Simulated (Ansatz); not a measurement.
Saddle point of Ge₄H₁₀ClF, singlet (Ge₄H₉F ([F][Ge]([GeH3])([GeH3])[GeH3]) + HCl → Ge₄H₈ClF ([F][GeH2][Ge]([Cl])([GeH3])[GeH3]) + H₂; bonds formed: Ge1–Cl7, Ge2–F5, H6–H10; bonds broken: Ge1–F5, Ge2–H10, H6–Cl7), PBE0-D4/def2-TZVP structure:

```
16
angstrom
Ge -0.2070 -0.2724 -0.0570
Ge -0.5039 2.0600 0.1368
Ge 0.2178 -1.1747 -2.2628
Ge -0.3810 -1.6023 1.9582
F -2.0574 0.2907 -0.2641
H 1.6201 1.8702 0.4203
Cl 2.2680 0.1795 0.3413
H -1.1025 2.7071 1.3946
H -0.7490 2.9560 -1.0870
H 1.2272 2.6542 0.4437
H 1.2895 -2.2662 -2.1595
H -1.0872 -1.7585 -2.8249
H 0.7137 -0.0363 -3.1643
H 0.7005 -2.6888 1.9353
H -1.7769 -2.2388 2.0219
H -0.1720 -0.6796 3.1675
```

Energies are electronic, without zero-point energy. Barriers and step energies count from the start structure reached by relaxing down the imaginary mode; all methods use the PBE0-D4 structures, on which another method's saddle can fall below an end. Program: Ansatz 0.2.0. Basis: def2-TZVPP, with def2-QZVPP for the basis limit. Cores are frozen in the correlated methods. Filled d shells of the heavier atoms are correlated. The def2 sets are not built for correlating such inner shells, so the correlated values are less sure here. B3LYP uses VWN-RPA correlation. Extrapolation: Hartree–Fock as exp(−7.88 √X), correlation as X^−2.97.

```csv
method,barrier (eV),step energy (eV)
SPW92,0.808,-0.312
PBE-D4,0.981,-0.501
BLYP-D4,1.054,-0.539
r2SCAN-D4,1.149,-0.539
B97M-V,?,-0.456
PBE0-D4,1.226,-0.514
B3LYP-D4,?,-0.537
r2SCAN0-D4,?,-0.541
BHLYP-D4,1.500,-0.555
CAM-B3LYP-D4,1.393,-0.488
wB97X-V,1.425,-0.516
wB97M-V,1.339,-0.505
B2PLYP,1.365,-0.577
PBE-QIDH,1.398,-0.563
RPA on PBE,1.538,-0.497
HF,2.033,-0.654
MP2,1.425,-0.608
CCSD,1.662,-0.502
CCSD(T),1.534,-0.508
```

**Question.** Fill in the withheld barriers. (To be estimated.)

**Answer.** By the calculation: B3LYP-D4 1.253; B97M-V 1.311; r2SCAN0-D4 1.325 eV. Each is the energy of the saddle less that of the start structure, by the same method.

For comparison, the barrier by CCSD(T) at an estimated basis limit (MP2 extrapolated from triple and quadruple zeta, plus CCSD(T) − MP2 in triple zeta) is 1.402 eV.

The T1 diagnostic stays at or below 0.013.

Labels in which every atom is bracketed show which atoms are joined, not bond orders.

For scale, one of the runs: CCSD(T)/def2-TZVPP, 405 basis functions, launched by `ansatz run in.yaml --threads 4 --pin off --events-out ev --progress --plain --max-ram 41984MiB --backend cuda --devices 0, --max-vram 37GiB`. The run took 60 s on 4 CPU threads of an AMD EPYC 7R13 and a share of one NVIDIA H100 (shared host), with 1.7 GiB of host memory at its peak.
